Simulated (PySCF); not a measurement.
A geometry optimisation, step by step.

Species: C3H5BF2O.
Atom-mapped SMILES: `[F:1][B:2]([F:3])[CH2:4][C@@H:5]1[CH2:6][O:7]1` (hydrogens: H8, H9 on C4; H10 on C5; H11, H12 on C6)

Computed by this run: PBE0-D3(BJ)/def2-SVP geometry optimisation, gas phase in PySCF; density fitting, grid level 1; the optimiser is geomeTRIC in internal coordinates, started from a GFN2-xTB structure with every atom displaced at random (about 0.01 Å). 7 of its 13 geometries are shown. The frame can shift and turn from step to step; on so coarse a grid that alone can change the energy by a few meV, and forces under 0.02 eV/Å are noise.

Step 0: E = -11331.4792 eV, largest atomic force 1.846 eV/Å
```
atom  x, y, z in Å  |  force x, y, z in eV/Å
F1     -1.700    1.043    1.249    0.122   0.151   0.310
B2     -1.825    0.328    0.156    0.199  -0.474  -0.581
F3     -3.013    0.399   -0.440    0.540  -0.188   0.066
C4     -0.614   -0.563   -0.405   -1.429   0.159   1.157
C5      0.656   -0.441    0.346    0.410   0.540   0.698
C6      1.668    0.553   -0.036    0.122  -0.646   0.916
O7      1.842   -0.819   -0.296    0.129  -0.310  -0.298
H8     -0.940   -1.610   -0.389   -0.204  -0.288  -0.050
H9     -0.470   -0.333   -1.437    0.205   0.293  -1.300
H10     0.606   -0.722    1.415    0.029   0.036  -0.197
H11     1.487    1.172   -0.892   -0.134   0.594  -0.791
H12     2.342    0.966    0.721    0.012   0.132   0.070
```

Step 2: E = -11331.5585 eV, largest atomic force 0.262 eV/Å
```
atom  x, y, z in Å  |  force x, y, z in eV/Å
F1     -1.795    0.793    1.351    0.022  -0.025   0.041
B2     -1.854    0.050    0.260    0.009   0.147  -0.086
F3     -3.056   -0.149   -0.249   -0.011  -0.018  -0.010
C4     -0.582   -0.573   -0.401   -0.018  -0.253   0.065
C5      0.712   -0.324    0.318   -0.051   0.058   0.009
C6      1.625    0.746   -0.083    0.039  -0.020  -0.004
O7      1.901   -0.605   -0.386   -0.003   0.033  -0.023
H8     -0.774   -1.663   -0.452    0.041   0.000  -0.028
H9     -0.503   -0.263   -1.458   -0.050   0.050   0.042
H10     0.731   -0.635    1.373    0.005   0.012  -0.014
H11     1.358    1.379   -0.941    0.019   0.014   0.015
H12     2.282    1.217    0.659   -0.002   0.001  -0.008
```

Step 4: E = -11331.5641 eV, largest atomic force 0.081 eV/Å
```
atom  x, y, z in Å  |  force x, y, z in eV/Å
F1     -1.764    0.788    1.364    0.026  -0.004  -0.011
B2     -1.840    0.055    0.266   -0.040  -0.034   0.044
F3     -3.046   -0.100   -0.251    0.017   0.015  -0.016
C4     -0.584   -0.607   -0.387   -0.035  -0.026   0.069
C5      0.715   -0.334    0.315    0.022   0.049  -0.038
C6      1.606    0.753   -0.095    0.020  -0.028   0.062
O7      1.899   -0.590   -0.408   -0.001   0.003  -0.002
H8     -0.762   -1.697   -0.451   -0.013   0.024   0.012
H9     -0.526   -0.273   -1.436    0.020   0.004  -0.075
H10     0.757   -0.644    1.370   -0.004  -0.011  -0.012
H11     1.325    1.392   -0.942   -0.017   0.008  -0.028
H12     2.264    1.229    0.644    0.004  -0.001  -0.005
```

Step 6: E = -11331.5653 eV, largest atomic force 0.094 eV/Å
```
atom  x, y, z in Å  |  force x, y, z in eV/Å
F1     -1.742    0.789    1.379    0.008  -0.009   0.018
B2     -1.837    0.062    0.280    0.003   0.019  -0.014
F3     -3.046   -0.066   -0.236   -0.002   0.001   0.002
C4     -0.591   -0.610   -0.383    0.011   0.069  -0.063
C5      0.716   -0.337    0.307   -0.001  -0.029   0.006
C6      1.607    0.749   -0.103   -0.016   0.026  -0.025
O7      1.894   -0.593   -0.425   -0.003  -0.008  -0.003
H8     -0.775   -1.699   -0.439   -0.003  -0.022   0.011
H9     -0.538   -0.282   -1.437   -0.009  -0.029   0.045
H10     0.764   -0.653    1.359    0.004  -0.006   0.003
H11     1.319    1.392   -0.947    0.005  -0.013   0.017
H12     2.270    1.221    0.633    0.001   0.001   0.001
```

Step 8: E = -11331.5676 eV, largest atomic force 0.152 eV/Å
```
atom  x, y, z in Å  |  force x, y, z in eV/Å
F1     -1.674    0.793    1.430    0.007   0.003   0.034
B2     -1.818    0.097    0.318    0.023   0.044  -0.030
F3     -3.038    0.039   -0.181   -0.017  -0.017  -0.006
C4     -0.609   -0.612   -0.373    0.040   0.067  -0.130
C5      0.717   -0.355    0.285   -0.023  -0.082   0.036
C6      1.604    0.730   -0.132   -0.021   0.060  -0.076
O7      1.878   -0.610   -0.476   -0.004  -0.008   0.004
H8     -0.818   -1.696   -0.405   -0.002  -0.028   0.014
H9     -0.572   -0.304   -1.436   -0.024  -0.023   0.105
H10     0.787   -0.685    1.332    0.008   0.007   0.007
H11     1.300    1.382   -0.964    0.011  -0.015   0.036
H12     2.286    1.193    0.593    0.001  -0.009   0.005
```

Step 10: E = -11331.5691 eV, largest atomic force 0.051 eV/Å
```
atom  x, y, z in Å  |  force x, y, z in eV/Å
F1     -1.630    0.813    1.457   -0.011   0.003  -0.013
B2     -1.802    0.127    0.341    0.011  -0.002   0.011
F3     -3.029    0.094   -0.143   -0.005   0.004   0.003
C4     -0.620   -0.609   -0.365   -0.005  -0.033   0.039
C5      0.720   -0.372    0.273    0.003   0.016  -0.017
C6      1.600    0.715   -0.156    0.014  -0.009   0.016
O7      1.864   -0.625   -0.511    0.001   0.003   0.001
H8     -0.851   -1.691   -0.379   -0.007   0.009  -0.001
H9     -0.596   -0.314   -1.428    0.006   0.011  -0.027
H10     0.807   -0.707    1.317   -0.001  -0.001  -0.002
H11     1.284    1.373   -0.975   -0.010   0.001  -0.009
H12     2.297    1.170    0.560    0.003  -0.003   0.000
```

Step 12: E = -11331.5694 eV, largest atomic force under 0.02 eV/Å
```
atom  x, y, z in Å  |  force x, y, z in eV/Å
F1     -1.625    0.827    1.458    0.000   0.000  -0.006
B2     -1.801    0.136    0.346    0.001   0.000   0.003
F3     -3.029    0.105   -0.136    0.002  -0.001   0.001
C4     -0.623   -0.609   -0.360   -0.003   0.003   0.007
C5      0.721   -0.376    0.270   -0.002   0.003   0.002
C6      1.603    0.709   -0.161   -0.002  -0.003   0.003
O7      1.860   -0.631   -0.521    0.000  -0.001  -0.002
H8     -0.861   -1.689   -0.370    0.000   0.000  -0.003
H9     -0.602   -0.316   -1.424    0.001  -0.001  -0.001
H10     0.813   -0.713    1.313    0.000  -0.001   0.000
H11     1.281    1.370   -0.977    0.002  -0.001  -0.001
H12     2.306    1.160    0.552   -0.001   0.002  -0.002
```

**Question.** Summarise the path.

**Answer.** The energy falls by 0.0902 eV from step 0 to step 12; nine tenths of that is first reached at step 3. It falls at every step. The largest force goes from 1.846 to under 0.02 eV/Å. Among the bonds B2–C4 changes most, from 1.605 to 1.562 Å; the atoms move by 0.026 Å rms after alignment.

**Question.** Follow the three bonds and two angles with the largest change from start to end.

**Answer.** 
| step | E above end (eV) | largest force (eV/Å) | B2–C4 (Å) | C4–H9 (Å) | C6–H11 (Å) | F3–B2–C4 (°) | C5–C4–H8 (°) |
| --- | --- | --- | --- | --- | --- | --- | --- |
| 0 | 0.0902 | 1.846 | 1.605 | 1.067 | 1.071 | 123.2 | 109.0 |
| 1 | 0.0214 | 0.273 | 1.564 | 1.111 | 1.103 | 120.9 | 109.2 |
| 2 | 0.0109 | 0.262 | 1.563 | 1.104 | 1.099 | 121.2 | 109.5 |
| 3 | 0.0068 | 0.183 | 1.562 | 1.101 | 1.097 | 121.1 | 110.0 |
| 4 | 0.0053 | 0.081 | 1.563 | 1.102 | 1.098 | 121.3 | 110.2 |
| 5 | 0.0046 | 0.039 | 1.563 | 1.104 | 1.099 | 121.3 | 110.3 |
| 6 | 0.0041 | 0.094 | 1.563 | 1.106 | 1.099 | 121.5 | 110.3 |
| 7 | 0.0031 | 0.291 | 1.562 | 1.110 | 1.101 | 122.0 | 110.5 |
| 8 | 0.0018 | 0.152 | 1.562 | 1.107 | 1.100 | 121.9 | 110.3 |
| 9 | 0.0007 | 0.034 | 1.562 | 1.104 | 1.099 | 122.0 | 110.2 |
| 10 | 0.0003 | 0.051 | 1.562 | 1.103 | 1.098 | 121.8 | 110.2 |
| 11 | 0.0001 | 0.026 | 1.562 | 1.103 | 1.099 | 121.8 | 110.3 |
| 12 | 0.0000 | under 0.02 | 1.562 | 1.104 | 1.099 | 121.7 | 110.4 |

The cost below is that of the whole optimisation. Hardware: one thread of an Arm Neoverse V1, no GPU, shared host with 32 logical CPUs at a one-minute load of 26. Cost: 74 s, 0.51 GiB resident at most.
